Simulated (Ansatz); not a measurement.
Ansatz (an electronic-structure program) input (HF/3-21G): The .json file is the Basis Set Exchange's 3-21G.

Ansatz 0.2 input:
```yaml
crystal:
  periodic: [false, false, false]
  atoms:
    - {symbol: N, position_ang: [1.28165162, 1.02948234, -0.61963726]}
    - {symbol: Si, position_ang: [0.17617803, -0.03680785, 0.03847046]}
    - {symbol: N, position_ang: [-1.58579340, 0.42774927, -0.41314550]}
    - {symbol: F, position_ang: [0.19419336, -1.52157971, -0.53584572]}
    - {symbol: F, position_ang: [0.03543551, -0.02378313, 1.62426143]}
    - {symbol: H, position_ang: [1.66405348, 1.81065763, -0.11607667]}
    - {symbol: H, position_ang: [1.76465053, 0.86157751, -1.48483047]}
    - {symbol: H, position_ang: [-1.83884552, 1.35781276, -0.07545849]}
    - {symbol: H, position_ang: [-1.73982432, 0.42359996, -1.42277079]}
    - {symbol: H, position_ang: [-2.25419401, -0.23069369, -0.00571211]}
basis:
  gaussian:
    orbitals: 3-21G.json
hamiltonian:
  xc: {name: HF}
total_charge: 1
phonons: {temperatures: {t_min: 298.15, t_max: 298.15, t_step: 100}}
```

Output:

```
Functional definition: HF
integrals: 0.01 GiB planned
737 factors; integrals over basis functions are off by at most 2.8e-4 eV
mean field: 0.15 GiB planned
mean field evaluation 1: about -16223.2598 eV, gradient 5.7e1 eV
mean field evaluation 2: about -16223.3983 eV, gradient 5.7e1 eV
mean field evaluation 4: about -16228.4797 eV, gradient 2.0e0 eV
mean field evaluation 8: about -16228.5237 eV, gradient 1.9e-1 eV
mean field -16228.52390116 eV, -596.3872532789 hartree, gradient 4.1e-5 eV, S^2 0.000000; 0 other end points of the search recorded, 0 dependent functions left out
the calculation of the forces begins
reference -16228.52390116 eV, -596.3872532789 hartree; 25, 25 occupied and 34, 34 virtual orbitals, 737 factors
these checks for a lower state are left out or cut short: stability, starts, cluster_reference, orbital_swaps, neighbouring_geometries, increment
integrals: 0.01 GiB planned
737 factors; integrals over basis functions are off by at most 2.8e-4 eV
mean field: 0.15 GiB planned
mean field evaluation 16: about -16228.5211 eV, gradient 1.3e0 eV
mean field -16228.52377050 eV, -596.3872484773 hartree, gradient 4.5e-6 eV, S^2 0.000000; 0 other end points of the search recorded, 0 dependent functions left out
the calculation of the forces begins
reference -16228.52377050 eV, -596.3872484773 hartree; 25, 25 occupied and 34, 34 virtual orbitals, 737 factors
these checks for a lower state are left out or cut short: stability, starts, cluster_reference, orbital_swaps, neighbouring_geometries, increment
integrals: 0.01 GiB planned
737 factors; integrals over basis functions are off by at most 2.8e-4 eV
mean field: 0.15 GiB planned
mean field evaluation 32: about -16228.5238 eV, gradient 4.5e-6 eV
mean field -16228.52377013 eV, -596.3872484638 hartree, gradient 4.5e-6 eV, S^2 0.000000; 0 other end points of the search recorded, 0 dependent functions left out
the calculation of the forces begins
reference -16228.52377013 eV, -596.3872484638 hartree; 25, 25 occupied and 34, 34 virtual orbitals, 737 factors
these checks for a lower state are left out or cut short: stability, starts, cluster_reference, orbital_swaps, neighbouring_geometries, increment
integrals: 0.01 GiB planned
737 factors; integrals over basis functions are off by at most 2.8e-4 eV
mean field: 0.15 GiB planned
mean field -16228.52371481 eV, -596.3872464309 hartree, gradient 4.5e-6 eV, S^2 0.000000; 0 other end points of the search recorded, 0 dependent functions left out
the calculation of the forces begins
reference -16228.52371481 eV, -596.3872464309 hartree; 25, 25 occupied and 34, 34 virtual orbitals, 737 factors
these checks for a lower state are left out or cut short: stability, starts, cluster_reference, orbital_swaps, neighbouring_geometries, increment
integrals: 0.01 GiB planned
737 factors; integrals over basis functions are off by at most 2.8e-4 eV
mean field: 0.15 GiB planned
mean field -16228.52371368 eV, -596.3872463893 hartree, gradient 4.5e-6 eV, S^2 0.000000; 0 other end points of the search recorded, 0 dependent functions left out
the calculation of the forces begins
reference -16228.52371368 eV, -596.3872463893 hartree; 25, 25 occupied and 34, 34 virtual orbitals, 737 factors
these checks for a lower state are left out or cut short: stability, starts, cluster_reference, orbital_swaps, neighbouring_geometries, increment
integrals: 0.01 GiB planned
737 factors; integrals over basis functions are off by at most 2.8e-4 eV
mean field: 0.15 GiB planned
mean field -16228.52370596 eV, -596.3872461055 hartree, gradient 4.5e-6 eV, S^2 0.000000; 0 other end points of the search recorded, 0 dependent functions left out
the calculation of the forces begins
reference -16228.52370596 eV, -596.3872461055 hartree; 25, 25 occupied and 34, 34 virtual orbitals, 737 factors
these checks for a lower state are left out or cut short: stability, starts, cluster_reference, orbital_swaps, neighbouring_geometries, increment
integrals: 0.01 GiB planned
737 factors; integrals over basis functions are off by at most 2.8e-4 eV
mean field: 0.15 GiB planned
mean field evaluation 64: about -16228.5211 eV, gradient 1.3e0 eV
mean field -16228.52369972 eV, -596.3872458761 hartree, gradient 4.5e-6 eV, S^2 0.000000; 0 other end points of the search recorded, 0 dependent functions left out
the calculation of the forces begins
reference -16228.52369972 eV, -596.3872458761 hartree; 25, 25 occupied and 34, 34 virtual orbitals, 737 factors
these checks for a lower state are left out or cut short: stability, starts, cluster_reference, orbital_swaps, neighbouring_geometries, increment
integrals: 0.01 GiB planned
737 factors; integrals over basis functions are off by at most 2.8e-4 eV
mean field: 0.15 GiB planned
[...]
737 factors; integrals over basis functions are off by at most 2.8e-4 eV
mean field: 0.15 GiB planned
mean field evaluation 224: about -16228.5239 eV, gradient 2.5e-4 eV
mean field -16228.52385030 eV, -596.3872514100 hartree, gradient 4.5e-6 eV, S^2 0.000000; 0 other end points of the search recorded, 0 dependent functions left out
the calculation of the forces begins
reference -16228.52385030 eV, -596.3872514100 hartree; 25, 25 occupied and 34, 34 virtual orbitals, 737 factors
these checks for a lower state are left out or cut short: stability, starts, cluster_reference, orbital_swaps, neighbouring_geometries, increment
integrals: 0.01 GiB planned
737 factors; integrals over basis functions are off by at most 2.8e-4 eV
mean field: 0.15 GiB planned
mean field -16228.52385034 eV, -596.3872514116 hartree, gradient 4.5e-6 eV, S^2 0.000000; 0 other end points of the search recorded, 0 dependent functions left out
the calculation of the forces begins
reference -16228.52385034 eV, -596.3872514116 hartree; 25, 25 occupied and 34, 34 virtual orbitals, 737 factors
these checks for a lower state are left out or cut short: stability, starts, cluster_reference, orbital_swaps, neighbouring_geometries, increment
integrals: 0.01 GiB planned
737 factors; integrals over basis functions are off by at most 2.8e-4 eV
mean field: 0.15 GiB planned
mean field -16228.52387616 eV, -596.3872523602 hartree, gradient 4.5e-6 eV, S^2 0.000000; 0 other end points of the search recorded, 0 dependent functions left out
the calculation of the forces begins
reference -16228.52387616 eV, -596.3872523602 hartree; 25, 25 occupied and 34, 34 virtual orbitals, 737 factors
these checks for a lower state are left out or cut short: stability, starts, cluster_reference, orbital_swaps, neighbouring_geometries, increment
integrals: 0.01 GiB planned
737 factors; integrals over basis functions are off by at most 2.8e-4 eV
mean field: 0.15 GiB planned
mean field -16228.52387559 eV, -596.3872523393 hartree, gradient 4.5e-6 eV, S^2 0.000000; 0 other end points of the search recorded, 0 dependent functions left out
the calculation of the forces begins
reference -16228.52387559 eV, -596.3872523393 hartree; 25, 25 occupied and 34, 34 virtual orbitals, 737 factors
these checks for a lower state are left out or cut short: stability, starts, cluster_reference, orbital_swaps, neighbouring_geometries, increment
integrals: 0.01 GiB planned
737 factors; integrals over basis functions are off by at most 2.8e-4 eV
mean field: 0.15 GiB planned
mean field evaluation 256: about -16228.5211 eV, gradient 1.3e0 eV
mean field -16228.52378368 eV, -596.3872489616 hartree, gradient 4.5e-6 eV, S^2 0.000000; 0 other end points of the search recorded, 0 dependent functions left out
the calculation of the forces begins
reference -16228.52378368 eV, -596.3872489616 hartree; 25, 25 occupied and 34, 34 virtual orbitals, 737 factors
these checks for a lower state are left out or cut short: stability, starts, cluster_reference, orbital_swaps, neighbouring_geometries, increment
integrals: 0.01 GiB planned
737 factors; integrals over basis functions are off by at most 2.8e-4 eV
mean field: 0.15 GiB planned
mean field -16228.52378232 eV, -596.3872489118 hartree, gradient 4.5e-6 eV, S^2 0.000000; 0 other end points of the search recorded, 0 dependent functions left out
the calculation of the forces begins
reference -16228.52378232 eV, -596.3872489118 hartree; 25, 25 occupied and 34, 34 virtual orbitals, 737 factors
these checks for a lower state are left out or cut short: stability, starts, cluster_reference, orbital_swaps, neighbouring_geometries, increment
integrals: 0.01 GiB planned
737 factors; integrals over basis functions are off by at most 2.8e-4 eV
mean field: 0.15 GiB planned
mean field -16228.52386667 eV, -596.3872520117 hartree, gradient 4.5e-6 eV, S^2 0.000000; 0 other end points of the search recorded, 0 dependent functions left out
the calculation of the forces begins
reference -16228.52386667 eV, -596.3872520117 hartree; 25, 25 occupied and 34, 34 virtual orbitals, 737 factors
these checks for a lower state are left out or cut short: stability, starts, cluster_reference, orbital_swaps, neighbouring_geometries, increment
integrals: 0.01 GiB planned
737 factors; integrals over basis functions are off by at most 2.8e-4 eV
mean field: 0.15 GiB planned
mean field evaluation 288: about -16228.5239 eV, gradient 2.4e-6 eV
mean field -16228.52386792 eV, -596.3872520575 hartree, gradient 4.5e-6 eV, S^2 0.000000; 0 other end points of the search recorded, 0 dependent functions left out
the calculation of the forces begins
reference -16228.52386792 eV, -596.3872520575 hartree; 25, 25 occupied and 34, 34 virtual orbitals, 737 factors
these checks for a lower state are left out or cut short: stability, starts, cluster_reference, orbital_swaps, neighbouring_geometries, increment
integrals: 0.01 GiB planned
737 factors; integrals over basis functions are off by at most 2.8e-4 eV
mean field: 0.15 GiB planned
mean field -16228.52381389 eV, -596.3872500718 hartree, gradient 4.5e-6 eV, S^2 0.000000; 0 other end points of the search recorded, 0 dependent functions left out
the calculation of the forces begins
reference -16228.52381389 eV, -596.3872500718 hartree; 25, 25 occupied and 34, 34 virtual orbitals, 737 factors
these checks for a lower state are left out or cut short: stability, starts, cluster_reference, orbital_swaps, neighbouring_geometries, increment
integrals: 0.01 GiB planned
737 factors; integrals over basis functions are off by at most 2.7e-4 eV
mean field: 0.15 GiB planned
mean field -16228.52381276 eV, -596.3872500303 hartree, gradient 4.5e-6 eV, S^2 0.000000; 0 other end points of the search recorded, 0 dependent functions left out
the calculation of the forces begins
reference -16228.52381276 eV, -596.3872500303 hartree; 25, 25 occupied and 34, 34 virtual orbitals, 737 factors
these checks for a lower state are left out or cut short: stability, starts, cluster_reference, orbital_swaps, neighbouring_geometries, increment
integrals: 0.01 GiB planned
737 factors; integrals over basis functions are off by at most 2.8e-4 eV
mean field: 0.15 GiB planned
mean field -16228.52385772 eV, -596.3872516826 hartree, gradient 4.5e-6 eV, S^2 0.000000; 0 other end points of the search recorded, 0 dependent functions left out
the calculation of the forces begins
reference -16228.52385772 eV, -596.3872516826 hartree; 25, 25 occupied and 34, 34 virtual orbitals, 737 factors
these checks for a lower state are left out or cut short: stability, starts, cluster_reference, orbital_swaps, neighbouring_geometries, increment
integrals: 0.01 GiB planned
737 factors; integrals over basis functions are off by at most 2.8e-4 eV
mean field: 0.15 GiB planned
mean field evaluation 320: about -16228.2718 eV, gradient 2.3e-3 eV
mean field -16228.52385605 eV, -596.3872516213 hartree, gradient 4.5e-6 eV, S^2 0.000000; 0 other end points of the search recorded, 0 dependent functions left out
the calculation of the forces begins
reference -16228.52385605 eV, -596.3872516213 hartree; 25, 25 occupied and 34, 34 virtual orbitals, 737 factors
WARN: phonons: modes at or below zero, which the zero-point energy, F, S and C_V leave out: 1, the lowest at -132.89 cm⁻¹ …
Total energy: -16228.52390116 eV, -596.3872532789 hartree
Atom 0 at     1.281652     1.029482    -0.619637 Å, force     0.000658    -0.000029     0.000069 eV/Å
Atom 1 at     0.176178    -0.036808     0.038470 Å, force    -0.001039     0.001014    -0.000779 eV/Å
Atom 2 at    -1.585793     0.427749    -0.413145 Å, force    -0.000000    -0.000432     0.000299 eV/Å
Atom 3 at     0.194193    -1.521580    -0.535846 Å, force     0.000365    -0.000815    -0.000222 eV/Å
Atom 4 at     0.035436    -0.023783     1.624261 Å, force     0.000284    -0.000056     0.000873 eV/Å
Atom 5 at     1.664053     1.810658    -0.116077 Å, force    -0.000451    -0.000188    -0.000007 eV/Å
Atom 6 at     1.764651     0.861578    -1.484830 Å, force    -0.000461    -0.000091     0.000133 eV/Å
Atom 7 at    -1.838846     1.357813    -0.075458 Å, force     0.000099     0.000065    -0.000237 eV/Å
Atom 8 at    -1.739824     0.423600    -1.422771 Å, force     0.000079     0.000251     0.000031 eV/Å
Atom 9 at    -2.254194    -0.230694    -0.005712 Å, force     0.000466     0.000281    -0.000161 eV/Å
Dipole moment:    -0.845142     0.904101    -0.689009 e Å
Vibrations: -132.89 160.00 199.67 229.19 325.95 333.18 358.37 677.66 822.58 909.44 948.89 983.64 986.02 1174.03 1195.07 1681.40 1777.25 1819.73 1820.82 3501.46 3571.48 3583.13 3704.69 3789.09 cm⁻¹, zero-point energy 2.141998 eV
```

The blocks after the first are displaced geometries, from whose forces the wavenumbers follow.

The dipole moment of an ion depends on the origin.
